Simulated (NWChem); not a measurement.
A series in which one site is exchanged, each optimised at PBE0/def2-SVP with NWChem, gas phase unless a solvent is named. Some are not confirmed as minima by frequencies. def2 effective core potentials on I; no spin-orbit coupling.

A: B(I)(F)I (BI2F; site = I)
B: B(I)F (BHIF; site = H)
C: ClB(I)F (BIClF; site = Cl)
D: FB(F)I (BIF2; site = F)

| quantity | A | B | C | D |
|---|---|---|---|---|
| dipole (D), PBE0/def2-SVP | 0.35 | 0.62 | (withheld) | 0.24 |
| vertical ionisation energy, ΔSCF, PBE/def2-SVP (eV) | 9.34 | 10.21 | (withheld) | 10.45 |
| static polarisability, CAM-B3LYP/def2-SVPD (bohr³) | 83.2 | 49.3 | (withheld) | 47.5 |
| lowest singlet excitation, CAM-B3LYP/def2-SVPD, TDA (eV) | 4.75 | 5.04 | (withheld) | 6.01 |

### Question
Some entries are withheld; supply them.

### Answer

- dipole (D), PBE0/def2-SVP, C: 0.27
- vertical ionisation energy, ΔSCF, PBE/def2-SVP (eV), C: 10.04
- static polarisability, CAM-B3LYP/def2-SVPD (bohr³), C: 61.5
- lowest singlet excitation, CAM-B3LYP/def2-SVPD, TDA (eV), C: 5.31
